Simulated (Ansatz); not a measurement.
A nudged elastic band was laid between two geometries of CH$_{8}$BNO (12 atoms, charge 0, multiplicity 1).

The calculation used Ansatz, RKS B3LYP-D4/6-31G*.

```yaml
movable_images: 9
climbing_image: yes
spring: 5.0 eV/Å²
optimiser: quadratic models (default)
start_path: through a guess of the saddle point
force_threshold: 0.03 eV/Å
iteration_limit: 46
end_points: relaxed
```

Image 0:

```xyz
12
Properties=species:S:1:pos:R:3
B 0.254 0.183 0.347
O -0.972 -0.211 0.987
H -1.662 -0.347 0.326
H 1.254 -0.261 0.880
H 0.271 0.157 -0.872
N 0.411 1.848 0.687
H 1.321 2.167 0.352
C -0.681 2.684 0.141
H -1.620 2.270 0.510
H -0.590 3.733 0.440
H -0.660 2.604 -0.948
H 0.426 1.920 1.705
```

Image 10:

```xyz
12
Properties=species:S:1:pos:R:3
B 1.058 0.556 -0.422
O -1.452 0.723 2.357
H -2.195 0.197 2.027
H 1.988 -0.027 0.052
H 0.531 0.207 -1.439
N 0.553 1.668 0.249
H 1.016 1.989 1.094
C -0.536 2.545 -0.176
H -0.966 2.148 -1.099
H -1.313 2.587 0.594
H -0.173 3.561 -0.372
H -0.757 0.593 1.690
```

Problem. What changes between the two ends?

Solution. Bonds broken: B1–O2, N6–H12. Bonds formed: O2–H12. CH8BNO becomes CH6BN + H2O.

Problem. Give the energies along the band, and the barrier.

Solution. It converged. The highest image is number 4 of 0 to 10, 26.3 kcal/mol above the first end and 13.3 kcal/mol above the last; the last end lies 13.0 kcal/mol above the first. A vibrational analysis at the climbing image gives one clearly imaginary mode, 1137i cm⁻¹: a first-order saddle point. The orbitals stay closed-shell, which can raise the energy where a bond breaks towards radicals; this wasn't checked here.

| image | path coordinate (Å) | energy (kcal/mol) | B1–O2 (Å) | N6–H12 (Å) | O2–H12 (Å) |
| --- | --- | --- | --- | --- | --- |
| 0 | 0.00 | 0.0 | 1.44 | 1.02 | 2.65 |
| 1 | 0.76 | 0.6 | 1.44 | 1.02 | 2.45 |
| 2 | 1.52 | 1.7 | 1.44 | 1.02 | 2.34 |
| 3 | 2.28 | 3.4 | 1.45 | 1.03 | 2.05 |
| 4 | 3.04 | 26.3 | 1.65 | 1.41 | 1.16 |
| 5 | 3.74 | 18.6 | 2.25 | 2.03 | 0.98 |
| 6 | 4.45 | 14.7 | 2.85 | 2.35 | 0.97 |
| 7 | 5.15 | 14.2 | 3.09 | 2.30 | 0.97 |
| 8 | 5.85 | 13.7 | 3.35 | 2.26 | 0.97 |
| 9 | 6.55 | 13.2 | 3.57 | 2.23 | 0.97 |
| 10 | 7.26 | 13.0 | 3.75 | 2.22 | 0.97 |

Problem. What is the geometry of the highest image?

Solution. 
```xyz
12
Properties=species:S:1:pos:R:3
B 0.384 0.371 0.196
O -0.544 -0.229 1.420
H -1.395 -0.541 1.070
H 1.500 -0.045 0.338
H -0.169 0.162 -0.854
N 0.166 1.824 0.732
H 0.989 2.221 1.178
C -0.513 2.822 -0.099
H -1.436 2.390 -0.496
H -0.774 3.710 0.489
H 0.101 3.139 -0.953
H -0.558 0.924 1.535
```

Problem. What are the harmonic wavenumbers there?

Solution. 1137i, 136, 195, 335, 544, 623, 679, 754, 805, 834, 966, 1020, 1112, 1151, 1176, 1185, 1235, 1420, 1487, 1523, 1544, 1588, 1902, 2548, 2629, 3035, 3093, 3129, 3529, 3754 cm⁻¹.

Time of the run: 10 min on 1 thread of Arm Neoverse V1, with other jobs on the host, peak memory 0.15 GiB.
